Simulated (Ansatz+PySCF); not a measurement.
**singlet BF3: levels of theory in one basis**

```xyz
4

B     0.0000    0.0000    0.0000
F     1.4152    0.0000    0.0000
F    -0.7076    1.2256    0.0000
F    -0.7076   -1.2256    0.0000
```

Basis set: def2-SVP (spherical functions). Correlated methods keep 4 orbitals frozen. Charge 0, multiplicity 1.

Computed with Ansatz (development build ahead of 0.2.0); each method stands on the lowest determinant of its kind that the runs found.

| method | E − E(RHF) (eV) | <S²> of the determinant |
| --- | --- | --- |
| RHF | 0.00 | 0.00 |
| RHF-MP2 | -17.47 | – |
| RHF-CCSD(T) | -17.93 | – |

(1) What does RHF-CCSD give on the same scale?

(2) Is a single determinant a sound starting point here?

## Answers

(1) -17.62 eV.

(2) By this sign, yes. Unrestricted orbitals gain 0.00 eV and <S²> is 0.00 against 0.00 for a pure state.
